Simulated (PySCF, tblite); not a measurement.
C₅H₈OP₂.
SMILES with atom numbers: `[O:1]=[P:2]1([PH2:3])[CH:4]=[CH:5][CH2:6][CH:7]=[CH:8]1` (hydrogens: H9, H10 on P3; H11 on C4; H12 on C5; H13, H14 on C6; H15 on C7; H16 on C8)

Computed geometry: GFN2-xTB, gas phase.

Entries marked ? are missing. Bonds in one row agree within 0.01 Å.

```json
{"coordinate": "O1=P2", "value": "?"}
{"coordinate": "P2–P3", "value": "?"}
{"coordinate": "P2–C4, P2–C8", "value": "1.809 Å"}
{"coordinate": "C4=C5, C7=C8", "value": "?"}
{"coordinate": "C5–C6, C6–C7", "value": "1.498 Å"}
{"coordinate": "P3–H9, P3–H10", "value": "1.392 Å"}
{"coordinate": "C4–H11, C8–H16", "value": "1.081 Å"}
{"coordinate": "C5–H12, C7–H15", "value": "1.083 Å"}
{"coordinate": "C6–H13", "value": "1.092 Å"}
{"coordinate": "C6–H14", "value": "1.098 Å"}
{"coordinate": "O1–P2–P3", "value": "?"}
{"coordinate": "O1–P2–C4", "value": "115.5°"}
{"coordinate": "P3–P2–C4", "value": "?"}
{"coordinate": "P3–P2–C8", "value": "?"}
{"coordinate": "C4–P2–C8", "value": "100.3°"}
{"coordinate": "P2–C4–C5", "value": "120.8°"}
{"coordinate": "C4–C5–C6", "value": "123.9°"}
{"coordinate": "C5–C6–C7", "value": "?"}
```

Q: Estimate the withheld lengths and angles.

A: 
- O1=P2 = 1.469 Å, drawn double (phosphoryl oxygen to phosphoryl phosphorus); 0.26 Å below the sum of covalent radii, 1.73 Å.
- P2–P3 = 2.196 Å, drawn single (phosphoryl phosphorus to three-coordinate phosphorus); 0.06 Å above the sum of covalent radii, 2.14 Å.
- C4=C5, C7=C8 = 1.325 Å, drawn double (both ends alkene CH carbon); 0.14 Å below the sum of covalent radii, 1.46 Å.
- O1–P2–P3 = 110.7°, at the phosphoryl phosphorus; the outer atoms are 3.043 Å apart.
- P3–P2–C4 = 105.6°, at the phosphoryl phosphorus; the outer atoms are 3.196 Å apart.
- P3–P2–C8 = 108.6°, at the phosphoryl phosphorus; the outer atoms are 3.261 Å apart.
- C5–C6–C7 = 114.1°, at the allylic carbon, inside a 6-membered ring; the outer atoms are 2.515 Å apart.

Radii are Cordero's, carbon taken as 0.76, 0.73 or 0.69 Å for four, three, and two or fewer neighbours.

Its GFN2-xTB frequencies are all real (lowest 63 cm⁻¹). The numbers are those of one conformer (O1–P2–P3–H -154° and -61°, O1–P2–C4–C5 151°, C4–C5–C6–C7 -35°, C5–C6–C7–C8 35°, O1–P2–C8–C7 -151°).
